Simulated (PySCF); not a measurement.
## Worked example: oscillator strength and radiative lifetime

CHOS, SMILES S=C=[OH+], charge +1.

Geometry: B3LYP-D3(BJ)/def2-TZVP. The isomer is the one that the SMILES or the coordinates give; other isomers of the formula were not compared.

TDA-M06-2X/def2-SVPD in PySCF puts the first singlet state with f over 0.02 at 9.16 eV (vertical), with the transition dipole (-0.185, -0.257, 0.000) in atomic units.

Q: Find the oscillator strength, the wavelength and the radiative lifetime that this transition would have in vacuum if emission retraced absorption.

A: 
|μ|² = 0.1003 au, so |μ| = 0.80 D. ΔE = 9.16/27.211 = 0.3366 hartree. f = (2/3) ΔE |μ|² = 0.023 (the program prints 0.022).
λ = 1239.84/9.16 = 135 nm; ν = 73880 cm⁻¹.
Einstein's coefficient A = 0.6670 ν² f s⁻¹ (ν in cm⁻¹) = 8.2e7 s⁻¹, so τ = 1/A = 12 ns. This state is S5; the lower singlets have f = 0.000, 0.000, 0.000, 0.008. The figure is the radiative limit of this one transition; relaxation, internal conversion, crossing to triplets and a medium change what is measured.
